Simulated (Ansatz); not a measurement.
Program: Ansatz. Geometries: PBE0-D4/def2-TZVP. ΔE: electronic, gas phase. CBS: MP2 limit from def2 TZ/QZ plus the TZ coupled-cluster correction, frozen cores. This one scheme is used for every species. DFT in def2-TZVPP. Elements past krypton have def2 core potentials. For In outer-core shells are correlated without core-valence functions, which leaves a few kJ/mol of doubt a bond. Each species was taken in one conformer, which may not be the lowest.

`[OH][InH][F]` + `CC(C)N` → `CC(C)[NH][InH][F]` + H₂O  (ligand exchange at the In–O bond)

```json
{"level": "PBE0-D4", "ΔE (kJ/mol)": "8.1"}
{"level": "MP2/def2-TZVPP", "ΔE (kJ/mol)": "1.8"}
{"level": "CCSD(T)/def2-TZVPP", "ΔE (kJ/mol)": "5.2"}
{"level": "HF/CBS(def2)", "ΔE (kJ/mol)": "26.0"}
```

Q: What does CCSD(T)/CBS give? (Best estimate.)

A: Ansatz gave: +2.9 kJ/mol. The listed levels differ from it by 5.2, -1.1, 2.3, 23.1 kJ/mol.

Largest T1 diagnostic among the species: 0.017.

The D4 term adds −10.4 kJ/mol with B3LYP and −5.9 kJ/mol with PBE0; it sums over pairs of atoms, weighted by their polarisabilities, and B3LYP, whose exchange is more repulsive, gets the larger term. In def2-TZVPP, CCSD(T) changes the Hartree–Fock value by −20.1 kJ/mol (the triples alone add −2.2 kJ/mol) and MP2 by −23.5 kJ/mol.

B3LYP here is the variant with VWN-RPA as its local correlation; programs differ in this.
